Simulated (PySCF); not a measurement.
# Dipole response of I+ (iodine, charge +1)

[Kr] 4d10 5s2 5p4, high-spin 3P determinant. Calculation: PySCF 2.14, in x2c-QZVPPall with one added diffuse shell each of s, p, d, f type (14s10p8d5f1g, 128 functions); the spin-free X2C one-electron Hamiltonian (Gaussian nucleus). Coupled (time-dependent) response in atomic units; α is the mean over directions.

```tsv
method	mean α (bohr³)	α xx, yy, zz	C₆ (like pair)	S(−4)
M06	20.61	19.91, 22.01, 19.91	176.9	82.53
```

S(−4) is the Cauchy moment in α(ω) = α(0) + S(−4) ω² + …

Spin-orbit coupling is absent.

α(iu) at M06:

| u (hartree) | α(iu) (bohr³) |
| --- | --- |
| 0 | 20.61 |
| 0.0500 | 20.41 |
| 0.100 | 19.82 |
| 0.200 | 17.84 |
| 0.300 | 15.38 |
| 0.500 | 10.94 |
| 0.750 | 7.297 |
| 1.00 | 5.177 |
| 1.50 | 3.070 |
| 2.00 | 2.100 |
| 3.00 | 1.218 |
| 5.00 | 0.5847 |

A single London oscillator, α(iu) = α/(1 + u²/ω²), gives C₆ = (3/4) ω α². Matching the computed C₆ needs ω = 4 × 176.9 / (3 × 20.61²) = 0.555 hartree.

For an ion, C₆ is the dispersion term alone; charge-induced terms of lower order in 1/R come first.

The components differ because the open shell of this determinant is not spherical; for a pure term their mean is the scalar polarisability.
